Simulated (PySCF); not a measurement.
Delta-SCF ions had no search for a lower state. Excitations are Tamm–Dancoff values on a coarser integration grid. The basis has no diffuse functions, so Rydberg states are missing or too high.

**C3H10GeO4, SMILES `[Ge]([O]C)([O]C)([OH])[O]C` (charge 0, multiplicity 1)**

Computed with ωB97X-D3(BJ)/def2-TZVP // PBE0-D3(BJ)/def2-SVP run with PySCF.

```json
{
  "HOMO": "-10.64 eV",
  "dipole_moment": "0.46 D",
  "HOMO–LUMO gap": "12.82 eV",
  "LUMO": "2.18 eV",
  "S1 excitation (TDA)": "7.54 eV",
  "S1 oscillator strength": "0.013",
  "brightest of the four lowest singlets (TDA)": "8.10 eV",
  "T1 excitation (TDA)": "7.05 eV",
  "S1–T1 gap (TDA)": "0.48 eV",
  "vertical ionisation energy (Delta-SCF)": "10.50 eV",
  "total_energy": "-2498.5610 Ha",
  "cost": "roughly 19 core-minutes"
}
```

```xyz
18

C     -0.3535     2.4622     0.9255
O     -0.9745     1.3970     0.2459
Ge    -0.0329     0.1482    -0.5430
O      0.7358     0.6176    -2.0503
O      1.2450    -0.2738     0.5828
C      2.3077    -1.1115     0.1966
O     -1.1450    -1.1475    -0.9421
C     -2.0927    -1.6031    -0.0047
H      0.4425     2.1132     1.6050
H      0.0847     3.1945     0.2242
H     -1.1199     2.9791     1.5231
H      0.1556     0.4680    -2.8056
H      1.9907    -2.1672     0.1228
H      2.7422    -0.8128    -0.7729
H      3.0939    -1.0444     0.9641
H     -1.6193    -2.1804     0.8095
H     -2.6618    -0.7725     0.4462
H     -2.7985    -2.2665    -0.5273
```
Charge 0, spin multiplicity 1.
